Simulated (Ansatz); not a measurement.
Relaxation of Cl₃H₅NPZr (11 atoms, charge 0, multiplicity 1), to a largest force component of 0.03 eV/Å in at most 50 steps.

Method: Ansatz 0.2.0, RKS B3LYP-D4/def2-SVP.

```xyz
11
Properties=species:S:1:pos:R:3
Zr -0.011 0.070 0.111
N -0.031 0.147 2.247
H -0.866 0.015 2.817
H 0.750 0.416 2.845
Cl 2.157 0.363 -0.757
Cl -1.237 1.934 -0.617
Cl -1.281 -1.746 -0.699
P 1.821 -2.946 1.458
H 0.776 -3.468 0.640
H 2.487 -2.305 0.372
H 1.079 -1.789 1.843
```

Where does it end, and by what steps?

The forces met the threshold. The force dipped under the threshold on the way, but the program's further checks kept it going. After 11 steps the energy has fallen by 0.269 eV; H11 moved furthest, 0.63 Å.

```tsv
step	energy less start (eV)	largest force component (eV/Å)	accepted
0	0.0000	2.111	yes
1	-0.1830	1.369	yes
2	-0.2300	0.826	yes
3	-0.2372	0.364	yes
4	-0.2236	0.497	no
5	-0.2616	0.128	yes
6	-0.2642	0.089	yes
7	-0.2659	0.107	yes
8	-0.2679	0.042	yes
9	-0.2686	0.016	yes
10	-0.2688	0.047	yes
11	-0.2689	0.022	yes
```

```xyz
11
Properties=species:S:1:pos:R:3
Zr -0.163 0.287 0.069
N -0.098 0.269 2.070
H -0.849 -0.044 2.687
H 0.680 0.602 2.642
Cl 2.057 0.449 -0.704
Cl -1.372 2.198 -0.605
Cl -1.375 -1.613 -0.629
P 1.974 -3.308 1.438
H 0.825 -3.492 0.608
H 2.600 -2.416 0.514
H 1.366 -2.241 2.173
```

Run time: 34 s on 4 threads of Intel(R) Xeon(R) Platinum 8488C (Sapphire Rapids), on a shared host, peak memory 0.5 GiB.
